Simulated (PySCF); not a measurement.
A calculated (M06-L, PySCF 2.14, x2c-TZVPall, the spin-free X2C one-electron Hamiltonian (Gaussian nucleus)) atom or ion has these occupied shells.

```csv
shell,electrons,orbital energy (eV),"rms radius, mean of both spins (bohr)"
1s α,1,-12543.2,0.0508
1s β,1,-12543.0,0.0508
2s α,1,-1644.5,0.212
2s β,1,-1644.4,0.212
2p α,3,-1445.8,0.189
2p β,3,-1445.7,0.189
3s α,1,-243.45,0.612
3s β,1,-243.30,0.612
3p α,3,-180.27,0.636
3p β,3,-180.09,0.636
3d α,5,-77.023,0.700
3d β,5,-76.751,0.700
4s α,1,-38.763,1.82
4s β,1,-36.240,1.82
4p α,2,-26.451,2.09
```

Question: Name the element and its charge.

Answer: Se²⁺ (selenium, charge +2), in [Ar] 3d10 4s2 4p2, high-spin 3P determinant.
